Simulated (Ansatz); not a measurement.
Consider the formal exchange of groups at the Sn–H bond: `[Cl][SnH]([Cl])[Cl]` + `FC(F)C(F)C(F)(F)F` → `F[C](F)(F)[Sn]([Cl])([Cl])[Cl]` + `FCC(F)F`.

Gas-phase electronic energies from Ansatz, PBE0-D4/def2-TZVP geometries. CCSD(T)/CBS adds triple-zeta CCSD(T) − MP2 to the extrapolated MP2 energy (def2 sets, frozen cores). DFT in def2-TZVPP. def2 core potentials past Kr. For Sn outer-core shells are correlated without core-valence functions, which leaves a few kJ/mol of doubt a bond. One conformer a species, not always the lowest.

```csv
level,ΔE (kJ/mol)
r2SCAN-D4,13.8
r2SCAN,14.3
HF/def2-TZVPP,33.2
MP2/CBS(def2),12.1
```

(1) What does CCSD(T)/CBS give? (Estimate.)

Largest T1 diagnostic among the species: 0.012.

Results:

(1) The calculation gave: +15.2 kJ/mol. The listed levels differ from it by -1.4, -0.9, 18.0, -3.1 kJ/mol.

Leaving LDA and LC-ωPBE aside and taking each functional with its dispersion term where it has one, the values, not all of them listed here, spread over 31.0 kJ/mol, from BLYP-D4 to B97M-V. LDA lies +21.1 kJ/mol from PBE without D4. At CCSD(T), def2-SVP lies +16.1 kJ/mol from the extrapolated value and def2-TZVPP +4.3 kJ/mol.
